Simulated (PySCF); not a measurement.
triplet silylene (H₂Si), triplet, at a GFN2-xTB geometry.

Input for PySCF:
```python
from pyscf import gto, scf, dft

mol = gto.M(
    atom='''
Si   -0.00639139   -0.00195053    0.08523542
H     0.04566728    1.28384221   -0.56751131
H     0.04381220   -1.25653473   -0.62578461
''',
    basis='6-31g*',
    spin=2,
    verbose=4,
)

mf = dft.UKS(mol)
mf.xc = 'b3lyp'
mf.kernel()
```

### Question
What does this run give for the dipole moment, <S^2>, nuclear repulsion energy, number of basis functions, total energy, HOMO energy?

### Answer

The dipole moment is 0.16 D and the <S^2> is 2.002. The nuclear repulsion energy is 10.4769 Eh and the number of basis functions comes out as 22. The total energy is -290.5774 Eh and the HOMO energy is -5.33 eV.

These values belong to the state on which the SCF converged, which isn't shown to be the lowest.
